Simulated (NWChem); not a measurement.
Species: H₂ cation, doublet

```xyz
2

H      0.0000     0.0000    -0.5504
H      0.0000     0.0000     0.5504
```
Atoms are numbered in this order, from 1.

Results from NWChem. Spin-unrestricted. Structure relaxed at the PBE0/def2-SVP, spin-unrestricted level. No stability test was run on the SCF state. Level: PBE/def2-SVP with SMD (1 M gas to 1 M solution), gas-phase geometry. Reactions with the solvent are ignored.

What does the run give for solvent water? Quantities: solvation free energy (kcal/mol); cavity-dispersion-structure term (kcal/mol).


```yaml
solvation free energy (kcal/mol): -113.5
cavity-dispersion-structure term (kcal/mol): 2.1
```
